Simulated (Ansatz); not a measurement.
Basis-set series for C3H9OV, SMILES `[CH3][V]([CH3])([CH3])=[O]`. Charge 0, multiplicity 1. Geometry: relaxed with PBE0-D4/def2-TZVP.

```
functional       basis  functions  energy (Eh)  HOMO (eV)  LUMO (eV)
   PBE0-D4  def2-TZVPP        314  -1138.61214      -8.24      -2.16
   PBE0-D4  def2-QZVPP        591  -1138.64206      -8.24      -2.17
   ωB97M-V  def2-TZVPP        314  -1138.86946     -10.65       0.09
   ωB97M-V  def2-QZVPP        591  -1138.89803     -10.65       0.08
```

Question: Give the rows for def2-SVP. (Best estimate.)

Answer: Ansatz gave: 
```json
{"functional": "PBE0-D4", "basis": "def2-SVP", "functions": "132", "energy (Eh)": "-1138.25933", "HOMO (eV)": "-8.24", "LUMO (eV)": "-2.17"}
{"functional": "ωB97M-V", "basis": "def2-SVP", "functions": "132", "energy (Eh)": "-1138.50538", "HOMO (eV)": "-10.63", "LUMO (eV)": "0.14"}
```

Positive LUMOs are unbound and depend on the basis. Scalar relativity is left out up to krypton.
